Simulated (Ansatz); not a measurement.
Cost and result for the atomization energy of `O=[C](S)[GeH3]` (8 atoms, 7 bonds).

```xyz
8

O    -0.1823   -0.8277    1.9669
C     0.0482   -0.7352    0.7963
S     0.7015   -2.1371   -0.1022
Ge   -0.2732    0.9917   -0.1772
H     0.7563   -1.5279   -1.2965
H     0.7189    2.0166    0.3836
H    -0.0539    0.8037   -1.6871
H    -1.7154    1.4160    0.1162
```

Charge 0, multiplicity 1. Correlated methods include outer-core shells of Ge, which these sets cover unevenly. Scalar relativity is left out up to krypton. All single points use the PBE0-D4/def2-TZVP geometry. It is one conformer, not always the lowest. Program: Ansatz. All runs use 4 threads of an Arm Neoverse V2 on a shared host. Times are those of one run each, without the atoms' runs, and a repeat can differ threefold. Electronic energies, without spin–orbit coupling; frozen cores. CCSD(T)/CBS adds CCSD(T) − MP2 in def2-TZVPP to the MP2 limit, and its time is that of the two runs behind it. T1 = 0.016. With those shells the extrapolation isn't a true limit.

CCSD(T)/CBS is a level of theory with its own doubt, some kJ/mol a heavy atom from the limit and from the frozen cores, so smaller differences don't rank the functionals.

```json
{"level": "LDA (SPW92)/def2-TZVPP", "functions": "208", "wall time": "0.75 s", "atomization (kJ/mol)": "3070.4", "difference from CCSD(T)/CBS": "458.1", "per bond": "65.4"}
{"level": "BLYP-D4/def2-TZVPP", "functions": "208", "wall time": "1.2 s", "atomization (kJ/mol)": "2620.2", "difference from CCSD(T)/CBS": "7.9", "per bond": "1.1"}
{"level": "revPBE-D4/def2-TZVPP", "functions": "208", "wall time": "1.3 s", "atomization (kJ/mol)": "2613.4", "difference from CCSD(T)/CBS": "1.1", "per bond": "0.2"}
{"level": "PBE0-D4/def2-TZVPP", "functions": "208", "wall time": "2 s", "atomization (kJ/mol)": "2603.8", "difference from CCSD(T)/CBS": "-8.5", "per bond": "-1.2"}
{"level": "BHLYP-D4/def2-TZVPP", "functions": "208", "wall time": "2 s", "atomization (kJ/mol)": "2486.2", "difference from CCSD(T)/CBS": "-126.1", "per bond": "-18.0"}
{"level": "CAM-B3LYP-D4/def2-TZVPP", "functions": "208", "wall time": "2.1 s", "atomization (kJ/mol)": "2602.8", "difference from CCSD(T)/CBS": "-9.5", "per bond": "-1.4"}
{"level": "CCSD(T)/def2-SVP", "functions": "98", "wall time": "3 s", "atomization (kJ/mol)": "2432.9", "difference from CCSD(T)/CBS": "-179.4", "per bond": "-25.6"}
{"level": "r2SCANh-D4/def2-TZVPP", "functions": "208", "wall time": "3.5 s", "atomization (kJ/mol)": "2602.4", "difference from CCSD(T)/CBS": "-9.9", "per bond": "-1.4"}
{"level": "B2PLYP/def2-TZVPP", "functions": "208", "wall time": "3.6 s", "atomization (kJ/mol)": "2571.8", "difference from CCSD(T)/CBS": "-40.5", "per bond": "-5.8"}
{"level": "ωB97M-V/def2-TZVPP (with forces)", "functions": "208", "wall time": "7.5 s", "atomization (kJ/mol)": "2607.6", "difference from CCSD(T)/CBS": "-4.7", "per bond": "-0.7"}
{"level": "MP2/def2-QZVPP", "functions": "393", "wall time": "13 s", "atomization (kJ/mol)": "2625.8", "difference from CCSD(T)/CBS": "13.5", "per bond": "1.9"}
{"level": "CCSD(T)/def2-TZVPP", "functions": "208", "wall time": "64 s", "atomization (kJ/mol)": "2541.5", "difference from CCSD(T)/CBS": "-70.8", "per bond": "-10.1"}
{"level": "CCSD(T)/CBS(def2)", "functions": "–", "wall time": "77 s", "atomization (kJ/mol)": "2612.3", "difference from CCSD(T)/CBS": "0.0", "per bond": "0.0"}
```

Leaving LDA and LC-ωPBE aside and taking each functional with its dispersion term where it has one, the values, not all of them listed here, spread over 199.9 kJ/mol, from BHLYP-D4 to PBE-D4. LDA lies +402.0 kJ/mol from PBE without D4, its usual overbinding. From BLYP to BHLYP (50 % exact exchange), in def2-TZVPP and without D4, the atomization energy moves by −118.5 kJ/mol: exact exchange takes away binding that semilocal exchange gives to molecules. At CCSD(T), def2-SVP lies −179.4 kJ/mol from the extrapolated value and def2-TZVPP −70.8 kJ/mol: correlation converges slowly with the basis, and small sets miss more of it in the bonded molecule than in its fragments.

For some Ge, Se and Sn compounds the MP2-based and the directly extrapolated limit differ by 10 to 25 kJ/mol.
